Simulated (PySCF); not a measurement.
## Selenium: highly charged ions in a basis for the neutral atom

Se¹⁹⁺ [Ne] 3s2 3p3, Se²⁰⁺ [Ne] 3s2 3p2. Calculation: PySCF 2.14, in x2c-TZVPall (6s5p4d1f, 48 functions); scalar relativity by spin-free X2C-1e. No spin-orbit coupling, so a gap to NIST mixes the basis error with missing relativistic terms.

Changed run: basis of the neutral atom used for a highly charged ion. This setting is unsound on purpose.

| species | method | sound run (hartree) | changed run (hartree) | converged |
| --- | --- | --- | --- | --- |
| Se¹⁹⁺ | UHF | not run | -2221.60991 | yes |
| Se¹⁹⁺ | TPSS | not run | -2222.36129 | yes |
| Se¹⁹⁺ | M06-2X | not run | -2222.44352 | yes |
| Se²⁰⁺ | UHF | not run | -2192.62810 | yes |
| Se²⁰⁺ | TPSS | not run | -2193.34862 | yes |
| Se²⁰⁺ | M06-2X | not run | -2193.43879 | yes |

Ionisation energy of Se¹⁹⁺:

```
method  changed run (eV)  NIST (eV)
   UHF            788.64    798 ± 3
  TPSS            789.47    798 ± 3
M06-2X            789.26    798 ± 3
```

The contracted functions were made for the neutral atom and can be too rigid for a highly charged ion.
